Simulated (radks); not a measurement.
Results of a calculation; reference values are marked as such.
Spherical quantum dot in the effective-mass picture: electrons in a parabolic well V = omega^2 r^2 / 2 with omega = 2.33, all in effective atomic units (hartree* = m*/eps^2 hartree, bohr* = eps/m* bohr), one dielectric constant everywhere. Level of theory: non-relativistic Kohn-Sham, LDA (Slater exchange, Perdew-Wang correlation), spin-polarised, spherical densities (a radial shooting solver with Libxc functionals). Levels are named by radial order and angular momentum (1s, 1p, 1d, 2s, ...), and open shells are averaged over m.

N = 5, configuration 1s2 1p(up 3, down 0). This is the lowest configuration that the search found. Occupied and some empty levels:

| level | occupation | eigenvalue (hartree*) | <r> (bohr*) |
|---|---|---|---|
| 1s up | 1 | 7.5757 | 0.8290 |
| 1s down | 1 | 7.8031 | 0.8253 |
| 1p up | 3 | 9.4435 | 1.069 |
| 1p down | 0 | 9.6835 | 1.074 |
| 1d up | 0 | 11.434 | 1.256 |
| 2s up | 0 | 11.642 | 1.154 |
| 1d down | 0 | 11.655 | 1.265 |
| 2s down | 0 | 11.803 | 1.162 |
| 1f up | 0 | 13.508 | 1.415 |
| 1f down | 0 | 13.697 | 1.426 |

Energy (hartree*): total 33.1964, kinetic 10.308, external 14.558, Hartree 11.519, exchange-correlation -3.1881.

Electron density:

| r (bohr*) | n(r) (e/bohr*^3) |
|---|---|
| 0.145 | 0.8633 |
| 0.302 | 0.8716 |
| 0.458 | 0.8554 |
| 0.614 | 0.7892 |
| 0.770 | 0.6668 |
| 0.926 | 0.5068 |
| 1.08 | 0.3432 |
| 1.24 | 0.2046 |
| 1.40 | 0.1077 |
| 1.55 | 0.04988 |
| 1.71 | 0.02031 |
| 1.86 | 0.007279 |
| 2.02 | 0.002298 |
